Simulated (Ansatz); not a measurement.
Calculated with Ansatz (gas phase, PBE0-D4/def2-TZVP geometries, no zero-point term in ΔE). CCSD(T)/CBS adds triple-zeta CCSD(T) − MP2 to the extrapolated MP2 energy (def2 sets, frozen cores). This one scheme is used for every species. Functionals use def2-TZVPP. B3LYP here is the variant with VWN-RPA as its local correlation; programs differ in this. Each species was taken in one conformer, which may not be the lowest.

Consider the formal exchange of groups at a C–Si bond: `F[SiH2]C(F)S` + `C=CC` → `C=CCC(F)S` + `F[SiH3]`.

Task: Is it downhill or uphill in electronic energy at CCSD(T)/CBS, and by how much? (An estimate is asked.)

Result: The calculation gave: Uphill: ΔE = +0.15 eV.

Task: What do these levels give: PBE-D4, PBE0-D4, B3LYP-D4, B2PLYP, PBE0, MP2/def2-TZVPP, SCS-MP2/def2-TZVPP, CCSD/def2-TZVPP, HF/def2-QZVPP, MP2/def2-QZVPP, SCS-MP2/def2-QZVPP, MP2/CBS(def2)? (Estimate.)

Result: The calculation gave: PBE-D4 0.25, PBE0-D4 0.20, B3LYP-D4 0.21, B2PLYP 0.20, PBE0 0.23, MP2/def2-TZVPP 0.10, SCS-MP2/def2-TZVPP 0.10, CCSD/def2-TZVPP 0.12, HF/def2-QZVPP 0.13, MP2/def2-QZVPP 0.12, SCS-MP2/def2-QZVPP 0.12, MP2/CBS(def2) 0.13 eV.

Largest T1 diagnostic among the species: 0.012.

From PBE to PBE0 (25 % exact exchange), in def2-TZVPP and without D4, ΔE moves by −0.05 eV. The D4 term adds −0.04 eV with B3LYP and −0.02 eV with PBE0; it sums over pairs of atoms, weighted by their polarisabilities, and B3LYP, whose exchange is more repulsive, gets the larger term.
